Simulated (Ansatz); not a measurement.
Mulliken charges of CCl₂FNSi, SMILES `N#C[Si](F)(Cl)Cl` from r2SCAN/def2-TZVPP in Ansatz (PBE0-D4/def2-TZVP geometry).

```csv
atom,x (Å),y (Å),z (Å),charge (e)
N1,1.753,-1.361,1.114,-0.038
C2,0.923,-0.763,0.586,-0.227
Si3,-0.382,0.210,-0.249,0.838
F4,-1.472,-0.802,-0.759,-0.261
Cl5,0.423,1.177,-1.812,-0.156
Cl6,-1.203,1.475,1.074,-0.156
```

**Question.** By hand: the dipole of these point charges (1 e Å = 4.8032 D).

**Answer.** Σ q r = (-0.090, 0.197, -0.071) e Å, of length 0.228 e Å = 1.10 D.

**Question.** How does the dipole of the full density compare? (An estimate is asked.)

**Answer.** Ansatz gave: (-0.276, 0.357, -0.192) e Å, 2.36 D; the point charges give 0.47 times that, at 13° from its direction.

Point charges leave out the atoms' own dipoles, such as those of lone pairs, and Mulliken's split depends on the basis, so the two needn't agree.
